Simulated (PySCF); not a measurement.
Method: B3LYP-D3(BJ)/def2-TZVP (PySCF). Gas-phase values, no solvent. One relaxed conformer stands for a flexible species; it need not be the lowest. B3LYP has the VWN-RPA correlation part, as in Gaussian. 

Reference species (SMILES): `N(/[H])=C(/N)C` (neutral, multiplicity 1).

```json
{
 "HOMO–LUMO gap": "7.11 eV",
 "HOMO": "-6.76 eV"
}
```

Changed species: `C1NCN1`.

Problem. What does the change do to the HOMO–LUMO gap and HOMO?

Solution. the HOMO–LUMO gap decreases by 0.23 eV, to 6.88 eV; the HOMO rises by 0.49 eV, to -6.27 eV.
